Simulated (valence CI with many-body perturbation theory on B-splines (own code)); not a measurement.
E1 transitions of La26+

Calculated by configuration interaction combined with many-body perturbation theory (CI+MBPT): three valence electrons over a frozen Dirac-Fock core [Ar] 3d10, a basis of 11 s, 11 p, 9 d, 7 f, 5 g, 2 h, 1 i functions for each j, with the one-electron correlation potential Σ1, the two-electron term Σ2, the three-electron term Σ3, Breit, model QED; selected CI, second order for the rest (own B-spline code, finite nucleus).

The last digits are not significant, and no measured levels were compared; by estimate large intervals hold to a few tenths of a per cent, small ones and those within an open d or f shell to about a per cent.

Lines 101 to 150 of 276 in falling wavelength, among levels below 2375700 cm⁻¹, chosen from the strongest by gf and those to the six lowest levels. Wavelengths and rates use the calculated energies. Electric multipoles are in the length gauge, E1 and E2 with the static RPA response of the core. Weak lines are less certain than strong ones. Lines between different terms over intervals too small for the method are left out, as are lines whose strength nearly cancels. Where a level lies close to another of its J and parity, the split of strength between their lines is uncertain. The highest levels of a list are the least certain.

Levels are named by their leading jj configuration (3d3/2^4 stands for four electrons in 3d with j = 3/2), which in mixed levels can hold well under half, so a name can repeat and another be missing. Letters in brackets count levels of one name in rising energy.

```
λ vac (Å)                          Upper                       Lower   A (s⁻¹)  log gf  Branch %
    132.5     (4s 4p3/2 4d5/2) J=3/2 [b]          (4s^2 4d3/2) J=3/2  3.37e+10   -0.45      10.7
    132.3     (4s 4p3/2 4d3/2) J=3/2 [b]          (4s^2 4d3/2) J=3/2  8.91e+10   -0.03      20.8
    131.3     (4s 4p1/2 4d5/2) J=5/2 [a]  (4s 4p1/2 4p3/2) J=3/2 [b]  2.22e+09   -1.46       1.3
    130.8     (4s 4p1/2 4d3/2) J=3/2 [b]  (4s 4p1/2 4p3/2) J=3/2 [b]  8.48e+09   -1.06       3.1
    130.3         (4s 4p1/2 4d3/2) J=1/2  (4s 4p1/2 4p3/2) J=3/2 [b]  3.85e+08   -2.71       0.1
    130.1         (4s 4p1/2 4d3/2) J=5/2      (4s 4p1/2 4p3/2) J=5/2  2.26e+10   -0.46      63.2
    128.6     (4s 4p1/2 4d3/2) J=3/2 [a]  (4s 4p1/2 4p3/2) J=3/2 [a]  1.14e+10   -0.95      52.1
    125.1     (4s 4p3/2 4d3/2) J=3/2 [a]          (4s 4p3/2^2) J=5/2  2.76e+10   -0.59      10.8
    124.9         (4s 4p3/2 4d3/2) J=7/2          (4s 4p3/2^2) J=5/2  1.94e+10   -0.44       7.6
    124.7          (4p1/2 4p3/2^2) J=1/2  (4s 4p1/2 4p3/2) J=3/2 [a]  1.61e+09   -2.12       1.3
    123.7         (4s 4p1/2 4d3/2) J=5/2  (4s 4p1/2 4p3/2) J=3/2 [a]  8.12e+09   -0.95      22.7
    123.5          (4p1/2^2 4d5/2) J=5/2       (4p1/2^2 4p3/2) J=3/2  4.02e+10   -0.26      44.3
    123.2                (4p3/2^3) J=3/2      (4s 4p1/2 4p3/2) J=1/2  2.18e+10   -0.70      15.8
    122.4  (4p1/2 4p3/2 4d5/2) J=3/2 [a]       (4p1/2 4p3/2^2) J=3/2  4.62e+10   -0.38      25.3
    122.1  (4p1/2 4p3/2 4d5/2) J=5/2 [a]       (4p1/2 4p3/2^2) J=3/2  2.51e+10   -0.47      13.7
    121.5         (4s 4p1/2 4d5/2) J=3/2      (4s 4p1/2 4p3/2) J=1/2  1.02e+11   -0.04      39.4
    121.4         (4s 4p1/2 4d5/2) J=7/2      (4s 4p1/2 4p3/2) J=5/2  5.16e+10   -0.04      94.2
    121.2     (4s 4p1/2 4d5/2) J=5/2 [a]      (4s 4p1/2 4p3/2) J=5/2  3.53e+10   -0.33      20.4
    120.8             (4s^2 4d3/2) J=3/2          (4s^2 4p3/2) J=3/2  7.43e+10   -0.19      23.3
    120.7     (4s 4p1/2 4d3/2) J=3/2 [b]      (4s 4p1/2 4p3/2) J=5/2  4.51e+09   -1.40       1.6
    120.7     (4s 4p1/2 4d5/2) J=5/2 [b]  (4s 4p1/2 4p3/2) J=3/2 [b]  1.18e+11    0.19      89.6
    120.5  (4p1/2 4p3/2 4d5/2) J=3/2 [b]       (4p1/2 4p3/2^2) J=1/2  7.45e+10   -0.19      41.7
    120.5      (4p3/2^2 4d3/2) J=3/2 [b]      (4s 4p1/2 4d5/2) J=3/2  2.35e+10   -0.69       7.4
    119.7          (4p3/2^2 4d5/2) J=1/2             (4p3/2^3) J=3/2  1.66e+11   -0.15      50.0
    119.7      (4p1/2 4p3/2 4d5/2) J=1/2       (4p1/2 4p3/2^2) J=1/2  1.85e+11   -0.10      71.6
    119.3         (4s 4p3/2 4d5/2) J=1/2          (4s 4p3/2^2) J=3/2  5.47e+10   -0.63      19.6
    119.1  (4p1/2 4p3/2 4d3/2) J=5/2 [b]       (4p1/2 4p3/2^2) J=5/2  5.44e+10   -0.16      15.8
    119.0     (4s 4p3/2 4d5/2) J=5/2 [a]          (4s 4p3/2^2) J=5/2  1.49e+11    0.28      95.8
    118.9                (4p3/2^3) J=3/2  (4s 4p1/2 4p3/2) J=3/2 [b]  1.87e+09   -1.80       1.4
    118.9      (4p3/2^2 4d3/2) J=3/2 [b]             (4p3/2^3) J=3/2  4.23e+10   -0.45      13.3
    118.7  (4p1/2 4p3/2 4d3/2) J=3/2 [b]       (4p1/2 4p3/2^2) J=5/2  2.65e+10   -0.65       7.1
    118.6  (4p1/2 4p3/2 4d5/2) J=7/2 [b]       (4p1/2 4p3/2^2) J=5/2  7.18e+10    0.08      58.8
    118.6         (4s 4p3/2 4d5/2) J=1/2          (4s 4p3/2^2) J=1/2  1.69e+11   -0.15      60.5
    118.4  (4p1/2 4p3/2 4d3/2) J=5/2 [b]       (4p1/2 4p3/2^2) J=3/2  1.55e+10   -0.71       4.5
    118.1         (4s 4p1/2 4f5/2) J=7/2  (4s 4p1/2 4d5/2) J=5/2 [a]  1.35e+10   -0.65       7.5
    117.9  (4p1/2 4p3/2 4d3/2) J=3/2 [b]       (4p1/2 4p3/2^2) J=3/2  3.04e+10   -0.60       8.2
    117.4         (4s 4p1/2 4d5/2) J=3/2  (4s 4p1/2 4p3/2) J=3/2 [b]  9.51e+10   -0.10      36.5
    117.0     (4s 4p1/2 4f7/2) J=7/2 [c]  (4s 4p1/2 4d5/2) J=5/2 [b]  1.06e+11    0.24      55.9
    116.6     (4s 4p3/2 4d5/2) J=3/2 [b]          (4s 4p3/2^2) J=3/2  8.87e+10   -0.14      28.2
    116.4     (4s 4p3/2 4d3/2) J=3/2 [b]          (4s 4p3/2^2) J=3/2  9.54e+10   -0.11      22.2
    116.3     (4s 4p1/2 4f7/2) J=7/2 [a]  (4s 4p1/2 4d5/2) J=5/2 [a]  5.46e+10   -0.05      23.1
    116.1             (4s^2 4d5/2) J=5/2          (4s^2 4p3/2) J=3/2  2.15e+11    0.42     100.0
    116.1         (4s 4p1/2 4f5/2) J=3/2      (4s 4p1/2 4d3/2) J=1/2  2.95e+10   -0.62      16.3
    116.1     (4s 4p1/2 4f7/2) J=7/2 [a]      (4s 4p1/2 4d5/2) J=7/2  1.40e+10   -0.64       5.9
    116.0          (4p1/2 4p3/2^2) J=3/2          (4s 4p1/2^2) J=1/2  2.07e+10   -0.78      16.9
    115.8     (4s 4p3/2 4d5/2) J=3/2 [b]          (4s 4p3/2^2) J=1/2  5.89e+10   -0.32      18.7
    115.7     (4s 4p3/2 4d3/2) J=3/2 [b]          (4s 4p3/2^2) J=1/2  1.72e+11    0.14      40.0
    115.6     (4s 4p1/2 4d5/2) J=5/2 [a]  (4s 4p1/2 4p3/2) J=3/2 [a]  1.30e+11    0.20      75.4
    115.4     (4s 4p3/2 4d5/2) J=5/2 [b]          (4s 4p3/2^2) J=3/2  3.17e+11    0.58      75.3
    115.2     (4s 4p1/2 4d3/2) J=3/2 [b]  (4s 4p1/2 4p3/2) J=3/2 [a]  2.58e+10   -0.69       9.3
```

Q: How does gf follow from A for the line at 123.7 Å?

A: gf = 1.4992 × (2J+1)_upper × A / σ², with σ = 808670 cm⁻¹ and 2J+1 = 6: gf = 0.112.
